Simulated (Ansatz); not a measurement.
Series CXY, Y = fluoro, computed as singlets and as triplets. Isolated molecules, 0 K electronic values unless said otherwise. One relaxed conformer stands for each flexible species; it need not be the lowest. Strings in code marks are SMILES.

Quantity: adiabatic spin-state energy, in kcal/mol. The DFT solution of `[CH]F` is unstable or spin-contaminated; the geometry comes from it. HF references are unrestricted for open shells and restricted for singlets. The restricted reference of `F[C]F`, `F[C]Cl` and `[CH]F` is unstable towards unrestricted orbitals.

A: `[CH]F`: multiplicity 3 minus multiplicity 1
B: `F[C]Cl`: multiplicity 3 minus multiplicity 1
C: `F[C]F`: multiplicity 3 minus multiplicity 1

Task: Order them by adiabatic spin-state energy (lowest first) at the level composite: frozen-core CCSD(T) with HF/cc-pVQZ and the correlation energy extrapolated as X^-3 from cc-pVTZ and cc-pVQZ, plus CCSDT(Q) minus CCSD(T) in cc-pVDZ // PBE0-D3(BJ)/def2-TZVP (Ansatz, a program for electronic structure).

Result: A (15.2 kcal/mol), B (36.3 kcal/mol), C (57.2 kcal/mol)
